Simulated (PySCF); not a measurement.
Isomers C8H6N2:

A. SMILES C#Cc1cnncc1C=C
B. 1,6-Naphthyridine (n1cccc2c1ccnc2)
C. SMILES c12c(cccc1)nccn2

Spectrum 1. ¹³C{¹H} NMR (computed): δ 149.6 (CH), 147.6 (C), 137.9 (CH), 135.8 (CH).

Spectrum 2. ¹³C{¹H} NMR (computed): δ 158.5 (CH), 148.3 (CH), 139.6 (CH), 138.1 (C), 128.1 (CH2), 121.3 (C), 100.6 (CH), 83.1 (C).

Spectrum 3. ¹³C{¹H} NMR (computed): δ 158.8 (CH), 158.0 (CH), 155.5 (C), 154.2 (CH), 141.8 (CH), 129.5 (CH), 126.8 (C), 126.5 (CH).

Theory: GFN2-xTB geometry, shielding tensors at PBE0/pcSseg-1 (GIAO), in PySCF (in vacuum, one averaged value for each set of equivalent atoms, non-relativistic Hamiltonian, a single conformation).

References, each an isolated molecule treated in the same way: TMS for ¹³C (186.93 ppm). Shifts are as computed. Against solution values, carbons near 30 ppm lie about +3 ppm off and those near 130 ppm about +5 ppm. Of 1211 compounds with measured shifts, 218 miss one by over three times the rms of a fit or turn the order of signals round; such compounds aren't used in these exercises.

Task: Which spectrum belongs to which compound?

Result: 1–C, 2–A, 3–B.

- Spectrum 1 (C): 4 ¹³C signals; δC 149.6 is an aromatic CH next to a ring nitrogen; δC 137.9 is an aromatic CH.
- Spectrum 2 (A): 8 ¹³C signals; δC 158.5 is an aromatic CH next to a ring nitrogen; δC 148.3 is an aromatic CH next to a ring nitrogen.
- Spectrum 3 (B): 8 ¹³C signals; δC 158.8 is an aromatic CH next to a ring nitrogen; δC 158.0 is an aromatic CH next to a ring nitrogen.
